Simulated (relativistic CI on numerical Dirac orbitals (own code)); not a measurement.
# Electric-dipole lines of W58+

These numbers are calculated, not measured: Dirac-Coulomb-Breit CI, KLI orbitals optimised for each configuration, QED by a radiative potential, unscaled Slater integrals (own radial code, finite nucleus).

Configuration list (outside the closed core [Ne]): 3s²3p⁴, 3s²3p³3d, 3s3p⁵, 3p⁶, 3s3p⁴3d, 3s3p³3d², 3p⁵3d, 3s²3p²3d4p, 3s3p³3d4s, 3p⁵4s, 3s²3p³4s, 3p⁵4p, 3s²3p²3d², 3s²3p3d³, 3s3p²3d³, 3s²3p3d²4s, 3p⁴3d², 3p³3d³, 3p³3d²4s, 3s²3p²3d4s, 3s3p²3d²4s, 3s²3p3d4s². Double excitations out of closed p, d and f shells are left out; levels of such configurations are missing from the list, as are those of other unlisted configurations, and high levels can miss mixing partners.

| λ vac (Å) | Lower | Upper | A (s⁻¹) | E lower (10³ cm⁻¹) | E upper (10³ cm⁻¹) |
| --- | --- | --- | --- | --- | --- |
| 19.010 | 3s²3p²3d² ³F2 [13] | 3s²3p3d³ ³D°1 [174] | 5.17e+12 | 3871.2 | 9131.5 |
| 19.295 | 3s²3p³3d ³D°2 [3] | 3s²3p²3d² ³P1 [71] | 3.77e+12 | 1893.2 | 7075.8 |
| 19.476 | 3s²3p³3d ³D°3 [9] | 3s²3p²3d² ³P2 [112] | 5.54e+12 | 2784.4 | 7919.0 |
| 19.478 | 3s²3p³3d ³F°3 [6] | 3s²3p²3d² ³D2 [74] | 4.94e+12 | 1967.3 | 7101.2 |
| 19.504 | 3s²3p³3d ³F°4 [7] | 3s²3p²3d² ³D3 [103] | 5.27e+12 | 2573.8 | 7701.0 |
| 19.589 | 3s²3p³3d ³F°3 [6] | 3s²3p²3d² ³F3 [70] | 4.63e+12 | 1967.3 | 7072.2 |
| 19.598 | 3s²3p³3d ³D°2 [3] | 3s²3p²3d² ³F2 [67] | 2.85e+12 | 1893.2 | 6995.7 |
| 19.658 | 3s²3p³3d ³D°2 [8] | 3s²3p²3d² ³P1 [104] | 5.28e+12 | 2626.9 | 7713.9 |
| 19.697 | 3s²3p⁴ ³P2 [1] | 3s²3p³3d ³S°1 [29] | 4.83e+12 | 0.0 | 5077.0 |
| 19.721 | 3s²3p³3d ³D°1 [11] | 3s²3p²3d² ¹D2 [114] | 3.22e+12 | 2876.3 | 7947.1 |
| 19.725 | 3s²3p³3d ³D°3 [9] | 3s²3p²3d² ³F4 [110] | 3.27e+12 | 2784.4 | 7854.2 |
| 19.784 | 3s²3p³3d ³D°3 [9] | 3s²3p²3d² ³D3 [109] | 3.92e+12 | 2784.4 | 7839.0 |
| 19.797 | 3s²3p³3d ³D°2 [8] | 3s²3p²3d² ³D2 [102] | 3.50e+12 | 2626.9 | 7678.0 |
| 19.806 | 3s²3p³3d ³D°2 [8] | 3s²3p²3d² ³F3 [101] | 2.97e+12 | 2626.9 | 7675.8 |
| 19.838 | 3s²3p³3d ³F°4 [7] | 3s²3p²3d² ³F4 [98] | 4.95e+12 | 2573.8 | 7614.8 |
| 19.877 | 3s²3p⁴ ³P2 [1] | 3s²3p³3d ³D°2 [28] | 4.23e+12 | 0.0 | 5031.0 |
| 19.918 | 3s²3p⁴ ¹S0 [2] | 3s²3p³3d ³D°1 [30] | 4.11e+12 | 161.0 | 5181.6 |
| 20.107 | 3s²3p³3d ³F°4 [7] | 3s²3p²3d² ³H5 [94] | 2.04e+12 | 2573.8 | 7547.2 |
| 20.111 | 3s²3p⁴ ³P2 [1] | 3s²3p³3d ³D°3 [27] | 2.97e+12 | 0.0 | 4972.4 |
| 20.179 | 3s²3p²3d² ³F2 [13] | 3s²3p3d³ ³F°2 [155] | 3.51e+12 | 3871.2 | 8826.8 |
| 20.416 | 3s²3p⁴ ¹D2 [12] | 3s²3p³3d ¹F°3 [105] | 2.29e+12 | 2878.2 | 7776.2 |
| 20.857 | 3s²3p³3d ³D°2 [3] | 3s²3p²3d² ⁵G2 [59] | 1.54e+12 | 1893.2 | 6687.7 |
| 20.962 | 3s²3p³3d ³D°2 [3] | 3s²3p²3d² ⁵G3 [57] | 1.37e+12 | 1893.2 | 6663.8 |
| 21.162 | 3s²3p³3d ³D°1 [4] | 3s²3p²3d² ⁵G2 [59] | 1.56e+12 | 1962.1 | 6687.7 |
| 22.161 | 3s²3p²3d² ³F2 [13] | 3s3p³3d² ³G°3 [140] | 2.41e+12 | 3871.2 | 8383.5 |
| 23.344 | 3s²3p⁴ ³P2 [1] | 3s3p⁵ ³P°2 [15] | 8.36e+11 | 0.0 | 4283.8 |
| 35.488 | 3s²3p⁴ ¹D2 [12] | 3s²3p³3d ¹F°3 [44] | 6.62e+11 | 2878.2 | 5696.1 |
| 35.914 | 3s²3p⁴ ³P2 [1] | 3s²3p³3d ³D°3 [9] | 5.19e+11 | 0.0 | 2784.4 |
| 36.279 | 3s²3p³3d ³F°3 [6] | 3s²3p²3d² ³F4 [24] | 3.07e+11 | 1967.3 | 4723.7 |
| 38.509 | 3s²3p³3d ³D°3 [9] | 3s²3p²3d² ³F4 [34] | 3.57e+11 | 2784.4 | 5381.2 |

Terms are leading LS components. Brackets give the number of a level in order of energy, since labels repeat. The list gives strong lines, with weight on those to low levels, without lines whose two gauges differ by over a factor of 2.5, among the lowest 200 of 2790 levels, so that lines to higher ones, which can be the strongest, are missing. Levels whose partners in the same complex of configurations lie outside the list can be far off, and so can their lines. Rates are taken at the computed energies, electric ones in the length gauge.

At this charge energies of transitions that change n are usually good to better than 1 %, and those within a shell (Δn = 0) to a few per cent.

Question: From the table, what is the radiative lifetime of 3s²3p²3d² ⁵G2?

Answer: The listed rates from this level add up to about 3.10e+12 s⁻¹, 97 % of its decay; with all channels τ = 3.13e-13 s.

LS names give the leading component of a level, which can be under half, so a name can repeat, a term be missing and a line seem to break the LS rules.
